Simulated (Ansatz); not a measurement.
Calculated with Ansatz (gas phase, PBE0-D4/def2-TZVP geometries, no zero-point term in ΔE). CCSD(T)/CBS is the MP2 limit (def2-TZVPP, def2-QZVPP) plus CCSD(T) − MP2 in def2-TZVPP, frozen cores. DFT in def2-TZVPP. For Ge outer-core shells are correlated without core-valence functions, which leaves a few kJ/mol of doubt a bond. Scalar relativity is left out up to krypton. Each species was taken in one conformer, which may not be the lowest.

Reaction (redistribution): dichlorosilane + `B[CH2][GeH3]` → `BC[SiH2]Cl` + `[Cl][GeH3]`

| level | ΔE (kcal/mol) |
| --- | --- |
| revPBE-D4 | 2.8 |
| ωB97X-V | 2.1 |
| B2PLYP | 2.8 |
| PBE-QIDH | 2.9 |
| BLYP | 2.5 |
| r2SCAN | 2.9 |
| MP2/def2-TZVPP | 4.1 |
| SCS-MP2/def2-QZVPP | 3.5 |

(1) What does CCSD(T)/CBS give? (Estimate.)

Largest T1 diagnostic among the species: 0.011.

Results:

(1) The calculation gave: +4.0 kcal/mol. The listed levels differ from it by -1.2, -1.9, -1.2, -1.1, -1.5, -1.1, 0.1, -0.5 kcal/mol.

Leaving LDA and LC-ωPBE aside and taking each functional with its dispersion term where it has one, the values, not all of them listed here, spread over 1.2 kcal/mol, from BHLYP-D4 to PBE-D4. LDA lies +1.0 kcal/mol from PBE without D4. From BLYP to BHLYP (50 % exact exchange), in def2-TZVPP and without D4, ΔE moves by −0.9 kcal/mol. In def2-TZVPP, CCSD(T) changes the Hartree–Fock value by +3.3 kcal/mol (the triples alone add +0.4 kcal/mol) and MP2 by +4.0 kcal/mol.
